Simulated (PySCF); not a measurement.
Molecule: `InChI=1S/C5H7F3O/c1-9-4(2-3-4)5(6,7)8/h2-3H2,1H3`.

Bonds (- single, = double, # triple, : aromatic): C1-O2, O2-C3, C3-C4, C4-F5, C4-F6, C4-F7, C3-C8, C8-C9, C9-C3. C1 carries H10, H11, H12; C8 carries H13, H14; C9 carries H15, H16.

Frames of a GFN2-xTB Langevin trajectory at 600 K; GIAO PBE0/pcSseg-1 shieldings in PySCF, gas phase, non-relativistic; equivalent atoms averaged within each frame.

Referencing at the same level of theory: TMS for $^{13}$C (σref 186.93), $^{1}$H (σref 31.72); H2O for $^{17}$O (σref 336.08); $^{19}$F (σref 170.95) vs CFCl3. The references are static minima.

How do the shifts (ppm) fluctuate along the trajectory?

Answers


```csv
time (fs),C4,C3,C1,C8/C9,O2,F5/F6/F7,H10/H11/H12,H13/H16,H14/H15
250,127.7,64.3,57.9,15.9,44.2,-103.9,3.24,2.35,1.42
425,144.0,79.7,55.5,13.5,8.9,-57.3,3.75,0.79,0.67
625,129.4,54.5,51.9,14.1,-3.7,-93.0,3.79,0.70,0.93
800,142.4,61.8,65.7,21.5,17.2,-70.1,4.66,1.65,1.18
1000,137.1,73.0,63.1,13.5,50.5,-74.4,3.82,1.30,0.93
mean of frames,136.1,66.7,58.8,15.7,23.4,-79.8,3.85,1.36,1.02
standard deviation,7.4,9.9,5.6,3.4,23.2,18.6,0.51,0.68,0.29
```

5 frames give an uncertainty of the mean of about the standard deviation over 2.2 at best, since frames this close in time may not be independent; classical motion lacks zero-point vibration, and the reference would need the same averaging.
